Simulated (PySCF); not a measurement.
Give a PBE0-D3(BJ)/def2-SVP geometry of `C[As](C)C`.

Z-matrix in Å and degrees, rows numbered from 1:
```
C 
As  1  1.9655
C   2  1.9660  1   96.98
C   2  1.9661  1   97.01  3   -98.01
H   1  1.1009  2  111.62  3    49.08
H   1  1.1000  2  109.41  3   -71.80
H   1  1.1000  2  109.45  3   169.97
H   3  1.1009  2  111.55  1   -49.13
H   3  1.1000  2  109.44  1  -169.97
H   3  1.1000  2  109.47  1    71.72
H   4  1.1009  2  111.57  1    48.80
H   4  1.1000  2  109.40  1   169.64
H   4  1.0999  2  109.39  1   -72.06
```

As2 (arsenic bonded to 3 C) is pyramidal (angles 97.0°, 97.0° and 97.0°, sum 291.0°, 0.99 Å off the plane of its three neighbours). All 3 As–C bonds measure 1.966 Å.

Method: PBE0-D3(BJ)/def2-SVP geometry optimisation, gas phase (PySCF 2.14.0).

Point group: C3v (every atom within 0.08 Å of its image). PBE0-D3(BJ)/def2-SVP frequencies: not computed here.
